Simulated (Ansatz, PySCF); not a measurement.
Ways to break one bond of NB(F)F:

A. NB(F)F → [NH]B(F)F + H atom
B. NB(F)F → F[B]F + [NH2] (NH2)
C. NB(F)F -> N[B]F + F atom

Quantity: bond dissociation energy (enthalpy at 298 K, with B3LYP-D3(BJ) rigid-rotor harmonic-oscillator terms), kcal/mol. Structures are relaxed separately at B3LYP-D3(BJ)/def2-TZVP in Ansatz (a first-principles code), one conformer each, not searched for the lowest. Frequencies are from Ansatz or PySCF. Valence correlation only, unless marked. Open shells are spin-unrestricted. Spin-orbit coupling is left out. Non-relativistic. Basis-set limits of correlation are two-point, X^-3; Hartree-Fock from the larger set. The bracket is a focal-point correction in the basis named.

```json
[
 {"": "A", "PBE0/def2-SVP (Ansatz)": "116.2", "B2GP-PLYP-D3(BJ)/def2-TZVPD (Ansatz + dftd3)": "117.7", "B2PLYP-D3(BJ)/def2-TZVPD (Ansatz + dftd3)": "117.5", "RI-MP2/CBS(cc-pVTZ,cc-pVQZ)+[CCSD(T)-MP2]/cc-pVTZ (Ansatz)": "[?]"},
 {"": "B", "PBE0/def2-SVP (Ansatz)": "138.4", "B2GP-PLYP-D3(BJ)/def2-TZVPD (Ansatz + dftd3)": "134.8", "B2PLYP-D3(BJ)/def2-TZVPD (Ansatz + dftd3)": "133.8", "RI-MP2/CBS(cc-pVTZ,cc-pVQZ)+[CCSD(T)-MP2]/cc-pVTZ (Ansatz)": "[?]"},
 {"": "C", "PBE0/def2-SVP (Ansatz)": "168.5", "B2GP-PLYP-D3(BJ)/def2-TZVPD (Ansatz + dftd3)": "168.5", "B2PLYP-D3(BJ)/def2-TZVPD (Ansatz + dftd3)": "168.1", "RI-MP2/CBS(cc-pVTZ,cc-pVQZ)+[CCSD(T)-MP2]/cc-pVTZ (Ansatz)": "[?]"}
]
```

Problem. Fill in the missing entries.

Solution. 
- A, RI-MP2/CBS(cc-pVTZ,cc-pVQZ)+[CCSD(T)-MP2]/cc-pVTZ (Ansatz): 121.0
- B, RI-MP2/CBS(cc-pVTZ,cc-pVQZ)+[CCSD(T)-MP2]/cc-pVTZ (Ansatz): 137.3
- C, RI-MP2/CBS(cc-pVTZ,cc-pVQZ)+[CCSD(T)-MP2]/cc-pVTZ (Ansatz): 171.9
